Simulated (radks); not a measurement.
W, configuration [Xe] 4f14 5d4 6s2 (the NIST ground configuration). Calculated with a radial shooting solver on a logarithmic mesh with Libxc functionals: scalar-relativistic Kohn-Sham, LDA (Slater exchange, VWN5 correlation), spin-polarised, spherical densities, finite nucleus; open shells are filled with parallel spins first (spin-orbit coupling, left out, can overturn this in heavy ions); Fermi nuclear charge, rms radius 5.3658 fm; hard spherical wall at 2 bohr.

Radial electron density D(r) = 4 pi r^2 rho(r):

```
   r/bohr * D(r) (the largest magnitude, 134, reaches the edge; | marks zero)
 0.001446 |     *
 0.001868 |       *
 0.002413 |          *
 0.003092 |              *
 0.003994 |                    *
  0.00516 |                          *
 0.006612 |                                *
 0.008541 |                                     *
  0.01103 |                                        *
  0.01425 |                                        *
  0.01826 |                                      *
  0.02359 |                                    *
  0.03047 |                                      *
  0.03905 |                                              *
  0.05045 |                                                      *
  0.06516 |                                                     *
  0.08418 |                                             *
   0.1079 |                                          *
   0.1393 |                                                 *
     0.18 |                                                *
   0.2306 |                                 *
   0.2979 |                         *
   0.3849 |                              *
   0.4972 |                           *
   0.6371 |                 *
    0.823 |          *
    1.063 |        *
    1.362 |      *
     1.76 | *
```

D(r) has 4 maxima, at r = 0.0124, 0.0564, 0.157, 0.414 bohr, and minima at 0.0238, 0.102, 0.293 bohr, inside which lie 1.89, 11.08, 29.75 electrons.
